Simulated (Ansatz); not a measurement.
`FBC[SiH3]` + `C=C(O)F` → `C=C(O)[SiH3]` + `FBCF`  (formal exchange of groups at the Si–C bond)

Isolated molecules relaxed with PBE0-D4/def2-TZVP in Ansatz; ΔE leaves out vibrations. CCSD(T)/CBS is the MP2 limit (def2-TZVPP, def2-QZVPP) plus CCSD(T) − MP2 in def2-TZVPP, frozen cores. DFT in def2-TZVPP. Each species was taken in one conformer, which may not be the lowest.

`FBC[SiH3]`:

Z-matrix (Å, degrees):
```
C
B 1 1.543
Si 1 1.888 2 110.7
H 1 1.094 2 112.5 3 -119.3
H 1 1.094 2 111.4 3 117.0
F 2 1.328 1 119.8 3 93.6
H 2 1.201 1 123.7 3 -84.0
H 3 1.486 1 109.6 2 178.4
H 3 1.487 1 110.4 2 58.6
H 3 1.486 1 110.4 2 -61.6
```

`C=C(O)F`:

Z-matrix (Å, degrees):
```
C
C 1 1.320
H 1 1.078 2 119.7
H 1 1.079 2 119.7 3 180.0
O 2 1.334 1 126.3 3 -179.9
F 2 1.338 1 122.1 3 0.0
H 5 0.963 2 108.9 1 -179.7
```

`C=C(O)[SiH3]`:

Z-matrix (Å, degrees):
```
Si
C 1 1.875
H 1 1.489 2 109.7
H 1 1.489 2 109.7 3 -117.4
H 1 1.482 2 109.4 3 121.3
O 2 1.368 1 119.8 3 58.7
C 2 1.332 1 121.2 3 -121.3
H 6 0.960 2 110.6 1 -0.0
H 7 1.085 2 121.4 1 180.0
H 7 1.081 2 120.3 1 -0.0
```

`FBCF`:

```xyz
7

F    -1.018    0.604   -1.505
B    -0.533    0.663   -0.284
C     0.401   -0.465    0.264
F     0.653   -1.486   -0.631
H    -0.825    1.604    0.401
H    -0.038   -0.895    1.176
H     1.360   -0.026    0.578
```

```json
{"level": "r2SCAN", "ΔE (eV)": "0.88"}
{"level": "CAM-B3LYP", "ΔE (eV)": "0.80"}
```

Task: What does CCSD(T)/CBS give? (Best estimate.)

Result: The calculation gave: +0.77 eV. The listed levels differ from it by 0.11, 0.03 eV.

Largest T1 diagnostic among the species: 0.013.

Leaving LDA and LC-ωPBE aside and taking each functional with its dispersion term where it has one, the values, not all of them listed here, spread over 0.21 eV, from BLYP-D4 to r2SCAN0-D4. LDA lies +0.11 eV from PBE without D4. At CCSD(T), def2-SVP lies +0.11 eV from the extrapolated value and def2-TZVPP +0.03 eV. From PBE to PBE0 (25 % exact exchange), in def2-TZVPP and without D4, ΔE moves by +0.04 eV.
